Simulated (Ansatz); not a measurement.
Complex (SMILES): C (CH4) with [H][H] (H2), atoms 1 to 5 the first; geometry from B3LYP-D3(BJ)/def2-TZVP, monomers rigid:
```xyz
7

C     -0.1244    -0.1244     0.1342
H      0.5271     0.4868     0.7574
H     -0.8183    -0.6760     0.7670
H      0.4773    -0.8263    -0.4418
H     -0.6845     0.5170    -0.5450
H      1.8534     1.4427    -1.6637
H      2.3267     1.8195    -2.0969
```

Interaction energy at MP2 with Ansatz (a program for electronic structure), kcal/mol, without and with the counterpoise correction (monomers among the partner's ghost functions). Cartesian d functions, on some or all atoms, in 6-31G*; all else is spherical. Cores are frozen. No added dispersion term, no relativity. Reference, counterpoise-corrected: Hartree-Fock in aug-cc-pVQZ plus the correlation part extrapolated as X^-3 from aug-cc-pVTZ and aug-cc-pVQZ, -0.26.

| basis | functions | uncorrected |
|---|---|---|
| 3-21G | 21 | -0.09 |
| 6-31G* | 27 | -0.05 |
| pcseg-1 | 44 | -0.13 |
| def2-SVP | 44 | -0.11 |
| 6-311++G(3df,3pd) | 147 | -0.30 |
| aug-cc-pVQZ | 356 | -0.28 |
| aug-pcseg-3 | 379 | -0.29 |
| cc-pV5Z | 421 | -0.25 |

Question: How large is the counterpoise correction in each set?

Answer: 3-21G 0.17, 6-31G* 0.10, pcseg-1 0.14, def2-SVP 0.10, 6-311++G(3df,3pd) 0.08, aug-cc-pVQZ 0.03, aug-pcseg-3 0.04, cc-pV5Z 0.01 kcal/mol. The corrected value lies nearer the reference in 2 of 8 rows.
